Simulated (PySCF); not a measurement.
Cr(OH) (CrHO), SMILES [OH][Cr] (connectivity only; charge and spin as stated), neutral, multiplicity 6.

Geometry optimised at PBE-D3(BJ)/def2-TZVP. The multiplicity is an assumed one; other spin states were not compared.

These are B3LYP/def2-TZVPD (PySCF) values and carry that method's errors.

Gas-phase values at a fixed geometry.

```yaml
total_energy: -1120.35178 hartree
point_group: Cs
"α spin, highest occupied and lowest empty level": -5.30 and -2.18 eV
"β spin, highest occupied and lowest empty level": -7.81 and -2.28 eV
dipole_moment: 2.97 D
quadrupole, principal values (traceless, Buckingham form, about the centre of nuclear charge): -3.80, -1.77, 5.57 D·Å
mean_static_polarisability: 57.0 bohr³ (8.45 Å³)
polarisability_principal_values: 54.1, 54.2, 62.9 bohr³
"⟨S²⟩": 8.767 (pure state 8.75)
```
